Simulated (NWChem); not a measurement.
All runs are NWChem calculations. System: C$_{4}$H$_{7}$O$_{2}$, charge 0, spin multiplicity 2, displaced from the optimised geometry. The structure started from a generated list of species. Its SCF solution wasn't tested for a lower state. Level: UPBE0/def2-SVP.

Job file:

```
start mol
memory heap 200 mb stack 900 mb global 1100 mb
geometry units angstroms nocenter noautoz noautosym
  C      2.601532     0.674805     0.142018
  C      1.358360    -0.156361     0.353608
  O      0.157984     0.447303    -0.038115
  C     -1.013079    -0.308881    -0.067183
  C     -2.206340     0.563911    -0.485298
  O     -1.046360    -1.503693     0.210939
  H      3.479565     0.198679     0.653703
  H      2.867434     0.787592    -0.953470
  H      2.472944     1.716183     0.550735
  H      1.332111    -1.262071     0.475629
  H     -2.019861     1.015687    -1.496530
  H     -2.333641     1.413740     0.238088
  H     -3.134380    -0.059541    -0.509615
end
basis spherical
  * library def2-svp
end
dft
  xc pbe0
  odft
  mult 2
  semidirect memsize 60000000 filesize 0
  iterations 100
  convergence damp 70 ncydp 30
end
task dft gradient
```

Output (cleaned and shortened):

```
             Northwest Computational Chemistry Package (NWChem) 7.3.0
             --------------------------------------------------------

                                NWChem Input Module
                                -------------------

 Scaling coordinates for geometry "geometry" by  1.889725989
 (inverse scale =  0.529177249)

                             Geometry "geometry" -> ""
                             -------------------------

 Output coordinates in angstroms (scale by  1.889725989 to convert to a.u.)

  No.       Tag          Charge          X              Y              Z
 ---- ---------------- ---------- -------------- -------------- --------------
    1 C                    6.0000     2.60153200     0.67480500     0.14201800
    2 C                    6.0000     1.35836000    -0.15636100     0.35360800
    3 O                    8.0000     0.15798400     0.44730300    -0.03811500
    4 C                    6.0000    -1.01307900    -0.30888100    -0.06718300
    5 C                    6.0000    -2.20634000     0.56391100    -0.48529800
    6 O                    8.0000    -1.04636000    -1.50369300     0.21093900
    7 H                    1.0000     3.47956500     0.19867900     0.65370300
    8 H                    1.0000     2.86743400     0.78759200    -0.95347000
    9 H                    1.0000     2.47294400     1.71618300     0.55073500
   10 H                    1.0000     1.33211100    -1.26207100     0.47562900
   11 H                    1.0000    -2.01986100     1.01568700    -1.49653000
   12 H                    1.0000    -2.33364100     1.41374000     0.23808800
   13 H                    1.0000    -3.13438000    -0.05954100    -0.50961500

 Effective nuclear repulsion energy (a.u.)     227.9489763063

            Nuclear Dipole moment (a.u.)
            ----------------------------
        X                 Y               Z
 ---------------- ---------------- ----------------
     0.0000037795    -0.0000132281     0.0000037795


 Summary of "ao basis" -> "" (spherical)
 ------------------------------------------------------------------------------
       Tag                 Description            Shells   Functions and Types
 ---------------- ------------------------------  ------  ---------------------
 *                          def2-svp                  on all atoms

                                 NWChem DFT Module
                                 -----------------

 Summary of "ao basis" -> "ao basis" (spherical)
 ------------------------------------------------------------------------------
       Tag                 Description            Shells   Functions and Types
 ---------------- ------------------------------  ------  ---------------------
 C                          def2-svp                 6       14   3s2p1d
 O                          def2-svp                 6       14   3s2p1d
 H                          def2-svp                 3        5   2s1p

 Summary of "ao basis" -> "ao basis" (spherical)
 ------------------------------------------------------------------------------
       Tag                 Description            Shells   Functions and Types
 ---------------- ------------------------------  ------  ---------------------
 C                          def2-svp                 6       14   3s2p1d
 O                          def2-svp                 6       14   3s2p1d
 H                          def2-svp                 3        5   2s1p

            General Information
            -------------------
[...]
   alpha    101    102    103    104    105    106    107    108    109    110
    beta    101    102    103    104    105    106    107    108    109    110
 overlap   0.994  0.996  1.000  0.999  0.999  0.999  0.996  0.997  0.755  0.754

   alpha    111    112    113    114    115    116    117    118    119
    beta    111    112    113    114    115    116    117    118    119
 overlap   0.956  0.958  0.995  1.000  1.000  1.000  1.000  1.000  1.000

     --------------------------
     Expectation value of S2:
     --------------------------
      <S2> =      0.7548 (Exact =     0.7500)

 center of mass
 --------------
 x =  -0.05728796 y =  -0.08195669 z =   0.02241402

 moments of inertia (a.u.)
 ------------------
         242.901189442882        -120.973160853871         -92.533712976512
        -120.973160853871         891.566028768270          33.175810190424
         -92.533712976512          33.175810190424        1064.459532509035

     Multipole analysis of the density
     ---------------------------------

     L   x y z        total         alpha         beta         nuclear
     -   - - -        -----         -----         ----         -------
     0   0 0 0     -0.000000    -24.000000    -23.000000     47.000000

     1   1 0 0      0.163804     -1.078834      1.242634      0.000004
     1   0 1 0      0.756336      0.459211      0.297139     -0.000013
     1   0 0 1     -0.257289     -0.481069      0.223776      0.000004

     2   2 0 0    -22.543241   -271.717898   -263.531830    512.706487
     2   1 1 0     -2.527348    -32.045938    -31.804498     61.323088
     2   1 0 1      0.983991    -28.255574    -26.891174     56.130738
     2   0 2 0    -29.479490    -74.872346    -73.453487    118.846343
     2   0 1 1      0.355496      9.839096      9.719299    -19.202899
     2   0 0 2    -26.746539    -27.455274    -24.649238     25.357973

            General Information
            -------------------
          SCF calculation type: DFT
          Wavefunction type:  spin polarized.
          No. of atoms     :    13
          No. of electrons :    47
           Alpha electrons :    24
            Beta electrons :    23
          Charge           :     0
          Spin multiplicity:     2
          Use of symmetry is: off; symmetry adaption is: off
          Maximum number of iterations: 100
          AO basis - number of functions:   119
                     number of shells:    57
          Convergence on energy requested:  1.00D-06
          Convergence on density requested:  1.00D-05
          Convergence on gradient requested:  5.00D-04

              XC Information
              --------------
                         PBE0 Method XC Functional
                     Hartree-Fock (Exact) Exchange  0.250
          PerdewBurkeErnzerhof Exchange Functional  0.750
            Perdew 1991 LDA Correlation Functional  1.000 local
           PerdewBurkeErnz. Correlation Functional  1.000 non-local

             Grid Information
             ----------------
          Grid used for XC integration:  medium
          Radial quadrature: Mura-Knowles
          Angular quadrature: Lebedev.
          Tag              B.-S. Rad. Rad. Pts. Rad. Cut. Ang. Pts.
          ---              ---------- --------- --------- ---------
          C                   0.70       49          13.0       434
          O                   0.60       49          12.0       434
          H                   0.35       45          15.0       434
          Grid pruning is: on
          Number of quadrature shells:   609
          Spatial weights used:  Erf1

          Convergence Information
          -----------------------
          Convergence aids based upon iterative change in
          total energy or number of iterations.
          Levelshifting, if invoked, occurs when the
          HOMO/LUMO gap drops below (HL_TOL):  1.00D-02
          DIIS, if invoked, will attempt to extrapolate
          using up to (NFOCK): 10 stored Fock matrices.

                    Damping(70%)  Levelshifting(0.5)       DIIS
                  --------------- ------------------- ---------------
          dE  on:    start            ASAP                start
          dE off:   30 iters        100 iters           100 iters

      Screening Tolerance Information
      -------------------------------
          Density screening/tol_rho:  1.00D-10
          AO Gaussian exp screening on grid/accAOfunc:  14
          CD Gaussian exp screening on grid/accCDfunc:  20
          XC Gaussian exp screening on grid/accXCfunc:  20
          Schwarz screening/accCoul:  1.00D-08

                            NWChem DFT Gradient Module
                            --------------------------

  charge          =   0.00
  wavefunction    = open shell

                         DFT ENERGY GRADIENTS

    atom               coordinates                        gradient
                 x          y          z           x          y          z
   1 C       4.916183   1.275197   0.268375    0.005281   0.001570   0.000903
   2 C       2.566928  -0.295479   0.668222    0.005178  -0.005316   0.006355
   3 O       0.298546   0.845280  -0.072027    0.003821   0.022262  -0.004528
   4 C      -1.914442  -0.583700  -0.126957   -0.007875   0.022700  -0.006863
   5 C      -4.169378   1.065637  -0.917080   -0.006198   0.002553  -0.001732
   6 O      -1.977334  -2.841568   0.398617   -0.002464  -0.050113   0.011494
   7 H       6.575424   0.375449   1.235320    0.012092  -0.005524   0.006225
   8 H       5.418665   1.488333  -1.801797    0.003983   0.001942  -0.014131
   9 H       4.673187   3.243116   1.040738   -0.001020   0.013817   0.004889
  10 H       2.517325  -2.384968   0.898808    0.000486  -0.014198   0.002156
  11 H      -3.816984   1.919370  -2.828032    0.001689   0.006271  -0.013057
  12 H      -4.409942   2.671581   0.449921   -0.002270   0.011329   0.008901
  13 H      -5.923119  -0.112516  -0.963033   -0.012704  -0.007292  -0.000611

                 ----------------------------------------
                 |  Time  |  1-e(secs)   |  2-e(secs)   |
                 ----------------------------------------
                 |  CPU   |       0.01   |       1.95   |
                 ----------------------------------------
                 |  WALL  |       0.01   |       1.95   |
                 ----------------------------------------

 Task  times  cpu:       34.5s     wall:       34.5s

 Total times  cpu:       34.6s     wall:       34.6s
```
